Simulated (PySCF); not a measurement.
These are PySCF with PBE-D3(BJ)/def2-TZVP // B3LYP-D3(BJ)/def2-TZVP values and carry that method's errors. All species are isolated molecules in the gas phase. One relaxed conformer stands for a flexible species; it need not be the lowest. Excitations are Tamm–Dancoff values on a coarser integration grid. The basis has no diffuse functions, so Rydberg states are missing or too high.

Reference species (SMILES): `c1c(=O)c1O` (C–C–O–H torsion 0°) (neutral, multiplicity 1).

The S1 oscillator strength is 0.001, the HOMO is -5.56 eV and the S1–T1 gap (TDA) is 0.46 eV.

Changed species: `C#COC=O`.

Q: Predict the effect on the S1 oscillator strength, HOMO and S1–T1 gap (TDA).

A: the S1 oscillator strength hardly moves; the HOMO decreases by 1.14 eV, to -6.70 eV; the S1–T1 gap (TDA) increases by 0.13 eV, to 0.59 eV.
